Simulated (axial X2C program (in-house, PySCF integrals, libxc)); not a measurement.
Nuclear properties of SbCl

Calculated with an in-house all-electron X2C program for linear molecules (integrals from PySCF): two-component X2C with atomic mean-field Coulomb and Gaunt terms, Gaussian nuclei, basis Sb dyall-cv3z, Cl dyall-av3z with contracted cores.

R = 2.351 Å (near the PBE0 minimum at charge 0 of the determinant lowest at the starting distance; the state shown can have its own minimum elsewhere).

Input and command:
```json
{"zs": [51, 17], "q": 0, "bas": ["dyall-cv3z", "dyall-av3z"], "r0": 2.39, "levels": ["PBE0", "HF", "PBE50", "LDA", "TPSSh"], "nst": 3}
```
```bash
python soeom.py task.json out
```

Keys: zs atomic numbers; q charge; bas basis sets; r0 starting distance in Å; levels methods; nst determinants followed.

Determinant lowest in the PBE0 search, Ω = 1 (⟨Sz⟩ = 0.99, ⟨Lz⟩ = 0.01 at PBE0), spin on the atoms Sb 0.98, Cl 0.02:

| level | Eeff magnitude (GV/cm) | Ws magnitude Sb (kHz) | A∥/gI Sb (MHz) | qzz Sb (a.u.) | A∥/gI Cl (MHz) | qzz Cl (a.u.) | μ (D) |
| --- | --- | --- | --- | --- | --- | --- | --- |
| PBE0 | 0.447 | 0.185 | -1100 | 3.87 | -22 | 2.25 | -2.12 |
| HF | 2.19 | 1.35 | -996 | 4.09 | 0.691 | 2.27 | -2.48 |
| PBE50 | 0.0944 | 0.128 | -1070 | 4.02 | -13.9 | 2.30 | -2.29 |
| LDA | 1.58 | 0.842 | -1030 | 3.93 | -37.1 | 2.18 | -1.83 |
| TPSSh | 0.395 | 0.159 | -1050 | 3.93 | -20.7 | 2.20 | -2.03 |

Determinant 0.39 eV from it at PBE0 and this distance, Ω = 0 (closed shell), highest spinor 82% Sb p, 10% Cl p, 5% Cl d:

```
level  qzz Sb (a.u.)  qzz Cl (a.u.)  μ (D)
 PBE0           4.46           2.10  -2.08
   HF           4.53           2.15  -2.47
PBE50           4.53           2.17  -2.27
  LDA           4.53           2.05  -1.82
TPSSh           4.56           2.03  -1.95
```

Eeff is the effective electric field on the electron electric dipole moment in this Ω state and Ws the scalar–pseudoscalar constant of the nucleus named (defined with the proton number Z and per Ω); A∥ (defined per Ω) follows by multiplying with gI = μI/(I μN); qzz is the electric field gradient, eQq0 = 234.96 MHz × Q/barn × qzz; μ is positive if the Cl end (last atom) is positive. The operators were transformed with the bare-nucleus X2C matrices; with these basis sets, hyperfine constants and field gradients can be off by tens of per cent, and where levels differ in sign neither size nor sign is settled.

Problem. With gI(121Sb) = 1.3454, Q(121Sb) = -0.543 barn, Q(35Cl) = -0.08112 barn (g factors from the IAEA table of nuclear moments by Stone; Q from Pyykkö, Mol. Phys. 2018), turn the PBE0 values of the first state into constants in MHz.

Solution. A∥(121Sb) = -1100 × 1.3454 = -1480 MHz; eQq0(121Sb) = 234.96 × (-0.543) × (3.87) = -494 MHz; eQq0(35Cl) = 234.96 × (-0.08112) × (2.25) = -42.9 MHz.

Each state is one determinant with collinear spin, which with several unpaired electrons need not be a pure state. Unrestricted Hartree–Fock can overshoot spin polarisation at the nuclei. In the state Ω = 1 the sign of Eeff differs between levels (HF, PBE50 against PBE0). A closed determinant beside an open π² or δ² triplet, such as (π1/2)², mixes with its partner pair into the 0⁺ component of the triplet and ¹Σ⁺, so its energy is not that of a level, and 0⁺ can lie lowest. With several open shells hyperfine constants can be off by a factor of several. Where Eeff spreads by more than a factor of two the levels disagree and none is to be relied on. Open-shell Ω = 0 determinants with evenly filled partner blocks cannot be reached by this program, so the Ω shown need not be the lowest component. States lie within half an eV, so the first need not be the ground state. The sign of Ws at Sb differs between levels in the first state. Further determinants of the search, some of them spin-mixed, are not shown. Where a field gradient or hyperfine factor spreads by more than a factor of two over the levels, a constant derived from it is not to be relied on. PBE0 term energies can be off by some tenths of an eV.
